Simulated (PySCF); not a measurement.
C3H13NSi2, SMILES [SiH3]C[SiH2]N(C)C, GFN2-xTB optimised geometry.

```
19

Si     2.00     1.44     1.51
C      1.20     0.62     0.00
Si    -0.71     0.62     0.00
N     -1.47    -0.11    -1.37
C     -1.58    -1.54    -1.50
C     -1.57     0.57    -2.63
H      1.60     2.84     1.60
H      3.46     1.37     1.39
H      1.60     0.74     2.73
H      1.55     1.12    -0.90
H      1.55    -0.41    -0.07
H     -1.20     2.00     0.00
H     -1.20    -0.15     1.15
H     -1.55    -2.00    -0.52
H     -0.76    -1.96    -2.11
H     -2.52    -1.79    -1.99
H     -0.75     0.29    -3.31
H     -1.53     1.64    -2.47
H     -2.51     0.31    -3.12
```

Density from PBE0/def2-SVP (PySCF) at that geometry.

Minimum of the electron density along straight lines between bonded atoms, close to the bond critical point (lines longer than 1.1 times the sum of covalent radii, or with two minima, are not listed):

| bond | length / Å | ρ at the minimum / e bohr⁻³ | ∇²ρ there / e bohr⁻⁵ | position (fraction from the first atom) |
|---|---|---|---|---|
| Si1–C2 | 1.896 | 0.109 | 0.32 | 0.38 |
| C2–Si3 | 1.907 | 0.108 | 0.31 | 0.62 |
| Si3–N4 | 1.724 | 0.123 | 0.75 | 0.40 |
| N4–C5 | 1.439 | 0.274 | -0.79 | 0.61 |
| N4–C6 | 1.439 | 0.274 | -0.79 | 0.61 |
| Si1–H7 | 1.464 | 0.117 | 0.33 | 0.49 |
| Si1–H8 | 1.468 | 0.116 | 0.32 | 0.49 |
| Si1–H9 | 1.464 | 0.117 | 0.33 | 0.49 |
| C2–H10 | 1.092 | 0.265 | -0.91 | 0.62 |
| C2–H11 | 1.092 | 0.265 | -0.91 | 0.62 |
| Si3–H12 | 1.466 | 0.117 | 0.33 | 0.49 |
| Si3–H13 | 1.466 | 0.117 | 0.33 | 0.49 |
| C5–H14 | 1.087 | 0.281 | -1.06 | 0.63 |
| C5–H15 | 1.098 | 0.274 | -0.99 | 0.62 |
| C5–H16 | 1.095 | 0.276 | -1.02 | 0.63 |
| C6–H17 | 1.098 | 0.274 | -0.99 | 0.62 |
| C6–H18 | 1.087 | 0.281 | -1.06 | 0.63 |
| C6–H19 | 1.095 | 0.276 | -1.02 | 0.63 |
